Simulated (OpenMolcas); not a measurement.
# Computed transition rates of C

- Program: OpenMolcas
- Method: SS-CASPT2, IPEA 0.25 Eh, imaginary shift 0.1 Eh (closed shells correlated: 1s)
- Basis: ANO-RCC-VQZP [5s4p3d2f1g]
- Scalar Hamiltonian: DKH2, point nucleus
- Active space: 4 electrons in 4 orbitals (2s 2p)
- State averaging: 2S+1 = 3 even, 3 roots; 2S+1 = 1 even, 6 roots; 2S+1 = 5 odd, 1 root; 2S+1 = 3 odd, 8 roots
- Spin-orbit coupling: state interaction with AMFI integrals over the reference wave functions, term energies averaged over their components

Rates come from the transition moments of the reference wave functions (E1 and E2 in the length form). At fixed line strength A goes as λ^-3 for E1 and M1 and as λ^-5 for E2, so a rate at the computed wavelength can be rescaled to the measured one. Measured vacuum wavelengths follow from level energies in NIST Handbook of Basic Atomic Spectroscopic Data. Branching counts decays inside the model space alone, at computed energies, and the table is only a selection of the E2 and M1 lines, drawn from those between levels with measured partners whose computed energy lies within a factor of 1.5 of the measured one.

| Upper | Lower | Type | λ computed (nm) | λ measured (nm) | A computed (s-1) | A rescaled (s-1) | Branching % |
| --- | --- | --- | --- | --- | --- | --- | --- |
| 2s² 2p² ¹D₂ | 2s² 2p² ³P₂ | M1 | 1038 | 985.3 | 1.69e-04 |  | 74.5 |
| 2s² 2p² ¹D₂ | 2s² 2p² ³P₁ | M1 | 1035 | 982.7 | 5.69e-05 |  | 25.1 |
| 2s² 2p² ¹S₀ | 2s² 2p² ¹D₂ | E2 | 966.9 | 873 | 3.29e-01 | 5.48e-01 | 99.4 |
| 2s² 2p² ¹S₀ | 2s² 2p² ³P₁ | M1 | 499.9 | 462.3 | 2.02e-03 |  | 0.6 |

Spin-changing lines and M1 lines between different terms are not rescaled, since their strength hangs on the term gaps too.

The largest correction is for 2s² 2p² ¹S₀ → 2s² 2p² ¹D₂ (E2): 3.29e-01 × (966.9 / 873)^5 = 5.48e-01 s-1, a factor of 1.67.

No measured rate stands beside these. Rescaling mends the energy factor alone: line strengths can still be far off where a level mixes with configurations outside the active space, and weak or spin-changing lines hang on small mixing coefficients that depend on the term gaps too, so rescaling need not improve them.

Term energies are means over components that CASPT2 splits; among the terms shown or strongly mixed into the levels shown the widest spread is 16 cm-1 (2s² 2p² ¹D). Over all roots computed the reference weight is 0.93 to 0.99; the roots of lowest weight are the least certain, and an intruder state may touch them. Computed and measured levels are paired by configuration, term and J; levels that our copy of the source lacks, or whose pairing is in doubt (as where it misses far off the trend of its configuration), stay unpaired. Only configurations of the active space appear.
